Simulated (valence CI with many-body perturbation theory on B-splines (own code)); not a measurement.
Level structure of W²³⁺

Computed by relativistic CI+MBPT: five valence electrons over a frozen Dirac-Fock core [Kr] 4d10, radial functions for each j: 7 s, 7 p, 7 d, 7 f, 4 g, 2 h, with the one-electron correlation potential Σ1 (screened to all orders), the two-electron term Σ2, the three-electron term Σ3, Breit, model QED; selected single and double excitations, second order for the rest, scaled by the run's own slope (own B-spline code, finite nucleus).

No measured spectrum was set against this ion. As an estimate, terms of the open shell hold to a few per cent of their energy, and close levels can change places. Among the levels kept, up to 1000 cm⁻¹ of a level comes from second order outside the variational space, and about a tenth of that is noise between levels of different J, which matters for small intervals. Only levels of the ground parity were solved; by the run's estimate the other parity begins above the list, which can be wrong where configurations are misplaced.

Levels 1 to 45 of 194, with energies above the lowest level, 4f5 6H°_5/2. "Leading %" is the weight of the configuration and term that name the level; weights of strongly mixed levels are sums over their largest components and can fall short. In the jj column 3d3/2^4 stands for four electrons in 3d with j = 3/2.

| No. | Configuration | Term | J | E (cm⁻¹) | Leading % | g | Second component | Leading jj |
| --- | --- | --- | --- | --- | --- | --- | --- | --- |
| 1 | 4f5 | 6H° | 5/2 | 0.0 | 72 | 0.391 | 22 % 4f5 4G° | 4f5/2^5 (46 %) |
| 2 | 4f5 | 6H° | 7/2 | 9793 | 83 | 0.854 | 14 % 4f5 4G° | 4f5/2^4 4f7/2 (63 %) |
| 3 | 4f5 | 6H° | 9/2 | 18721 | 88 | 1.067 | 6 % 4f5 4G° | 4f5/2^3 4f7/2^2 (61 %) |
| 4 | 4f5 | 6F° | 3/2 | 23257 | 73 | 0.983 | 14 % 4f5 4F° | 4f5/2^4 4f7/2 (68 %) |
| 5 | 4f5 | 6F° | 5/2 | 23281 | 54 | 1.165 | 18 % 4f5 4F° | 4f5/2^4 4f7/2 (39 %) |
| 6 | 4f5 | 6F° | 1/2 | 24007 | 84 | -0.554 | 14 % 4f5 4D° | 4f5/2^4 4f7/2 (48 %) |
| 7 | 4f5 | 6H° | 11/2 | 26463 | 86 | 1.178 | 7 % 4f5 4I° | 4f5/2^3 4f7/2^2 (47 %) |
| 8 | 4f5 | 6F° | 7/2 | 31750 | 72 | 1.332 | 15 % 4f5 4F° | 4f5/2^3 4f7/2^2 (48 %) |
| 9 | 4f5 | 6H° | 13/2 | 33037 | 77 | 1.237 | 16 % 4f5 4I° | 4f5/2^3 4f7/2^2 (40 %) |
| 10 | 4f5 | 6H° | 15/2 | 37553 | 56 | 1.237 | 26 % 4f5 4I° | 4f5/2^4 4f7/2 (36 %) |
| 11 | 4f5 | 6F° | 9/2 | 40337 | 80 | 1.390 | 9 % 4f5 4F° | 4f5/2^3 4f7/2^2 (44 %) |
| 12 | 4f5 | 6F° | 5/2 | 46401 | 31 | 0.913 | 23 % 4f5 4G° | 4f5/2^3 4f7/2^2 (53 %) |
| 13 | 4f5 | 6F° | 11/2 | 48459 | 80 | 1.410 | 17 % 4f5 4G° | 4f5/2^3 4f7/2^2 (37 %) |
| 14 | 4f5 | 4M° | 15/2 | 50584 | 49 | 0.955 | 20 % 4f5 2L° | 4f5/2^4 4f7/2 (50 %) |
| 15 | 4f5 | 4F° | 3/2 | 53301 | 78 | 0.536 | 17 % 4f5 6F° | 4f5/2^3 4f7/2^2 (67 %) |
| 16 | 4f5 | 4I° | 9/2 | 57381 | 71 | 0.801 | 16 % 4f5 2H° | 4f5/2^3 4f7/2^2 (50 %) |
| 17 | 4f5 | 4L° | 13/2 | 57504 | 43 | 0.935 | 26 % 4f5 4K° | 4f5/2^4 4f7/2 (49 %) |
| 18 | 4f5 | 4K° | 11/2 | 58074 | 50 | 0.891 | 29 % 4f5 4I° | 4f5/2^4 4f7/2 (46 %) |
| 19 | 4f5 | 4G° | 7/2 | 60464 | 48 | 1.054 | 14 % 4f5 4F° | 4f5/2^3 4f7/2^2 (48 %) |
| 20 | 4f5 | 4P° | 5/2 | 61464 | 32 | 1.390 | 22 % 4f5 6P° | 4f5/2^3 4f7/2^2 (50 %) |
| 21 | 4f5 | 4M° | 17/2 | 64003 | 67 | 1.004 | 17 % 4f5 4L° | 4f5/2^3 4f7/2^2 (93 %) |
| 22 | 4f5 | 2P° | 1/2 | 68683 | 63 | 0.410 | 24 % 4f5 4D° | 4f5/2^4 4f7/2 (48 %) |
| 23 | 4f5 | 6P° | 3/2 | 70915 | 51 | 1.971 | 34 % 4f5 4P° | 4f5/2^3 4f7/2^2 (73 %) |
| 24 | 4f5 | 4K° | 15/2 | 71246 | 30 | 1.018 | 28 % 4f5 4L° | 4f5/2^3 4f7/2^2 (62 %) |
| 25 | 4f5 | 4G° | 9/2 | 71617 | 55 | 1.105 | 26 % 4f5 4H° | 4f5/2^3 4f7/2^2 (73 %) |
| 26 | 4f5 | 4M° | 19/2 | 72975 | 68 | 1.065 | 16 % 4f5 4L° | 4f5/2^3 4f7/2^2 (63 %) |
| 27 | 4f5 | 4F° | 5/2 | 73720 | 60 | 0.921 | 24 % 4f5 4G° | 4f5/2^2 4f7/2^3 (53 %) |
| 28 | 4f5 | 4L° | 15/2 | 76435 | 27 | 1.054 | 25 % 4f5 2K° | 4f5/2^3 4f7/2^2 (62 %) |
| 29 | 4f5 | 4L° | 13/2 | 76673 | 37 | 0.942 | 30 % 4f5 4K° | 4f5/2^3 4f7/2^2 (56 %) |
| 30 | 4f5 | 4H° | 11/2 | 77434 | 39 | 1.124 | 23 % 4f5 4G° | 4f5/2^3 4f7/2^2 (50 %) |
| 31 | 4f5 | 4M° | 21/2 | 77711 | 65 | 1.101 | 29 % 4f5 2N° | 4f5/2^3 4f7/2^2 (65 %) |
| 32 | 4f5 | 4H° | 7/2 | 78136 | 49 | 0.811 | 29 % 4f5 2G° | 4f5/2^3 4f7/2^2 (45 %) |
| 33 | 4f5 | 2G° | 9/2 | 79197 | 25 | 1.077 | 19 % 4f5 4I° | 4f5/2^4 4f7/2 (47 %) |
| 34 | 4f5 | 4I° | 11/2 | 80089 | 48 | 0.921 | 36 % 4f5 4K° | 4f5/2^2 4f7/2^3 (62 %) |
| 35 | 4f5 | 4L° | 17/2 | 81075 | 46 | 1.036 | 24 % 4f5 2M° | 4f5/2^3 4f7/2^2 (72 %) |
| 36 | 4f5 | 4D° | 7/2 | 81537 | 45 | 1.436 | 30 % 4f5 6P° | 4f5/2^3 4f7/2^2 (46 %) |
| 37 | 4f5 | 4I° | 13/2 | 81661 | 34 | 1.017 | 30 % 4f5 2K° | 4f5/2^3 4f7/2^2 (66 %) |
| 38 | 4f5 | 6P° | 5/2 | 84456 | 42 | 1.461 | 19 % 4f5 4D° | 4f5/2^3 4f7/2^2 (50 %) |
| 39 | 4f5 | 4H° | 13/2 | 85998 | 51 | 1.141 | 18 % 4f5 4I° | 4f5/2^3 4f7/2^2 (65 %) |
| 40 | 4f5 | 4D° | 3/2 | 86938 | 57 | 1.355 | 14 % 4f5 6P° | 4f5/2^2 4f7/2^3 (62 %) |
| 41 | 4f5 | 4F° | 7/2 | 87839 | 51 | 1.164 | 12 % 4f5 2G° | 4f5/2^2 4f7/2^3 (47 %) |
| 42 | 4f5 | 4H° | 9/2 | 88555 | 41 | 1.021 | 21 % 4f5 4G° | 4f5/2^2 4f7/2^3 (52 %) |
| 43 | 4f5 | 4G° | 7/2 | 88873 | 65 | 0.976 | 15 % 4f5 4H° | 4f5/2^3 4f7/2^2 (51 %) |
| 44 | 4f5 | 4K° | 17/2 | 89492 | 56 | 1.098 | 19 % 4f5 2L° | 4f5/2^2 4f7/2^3 (84 %) |
| 45 | 4f5 | 4G° | 5/2 | 91788 | 82 | 0.651 | 7 % 4f5 2F° | 4f5/2^2 4f7/2^3 (55 %) |

Names give the largest LS component (configuration and term), which can be under half, so a name can repeat, a term be missing and a line seem to break the LS rules; names also repeat where a configuration has a term twice.

Where two levels of one J and parity lie close, their mixing, g and order are uncertain.

The ionisation energy to 4f4 5I_4 of the next ion comes out as 683.63 eV (NIST: 685.6 ± 1.6 eV (semi-empirical)). All 194 levels together are meant to be complete up to 288410 cm⁻¹.
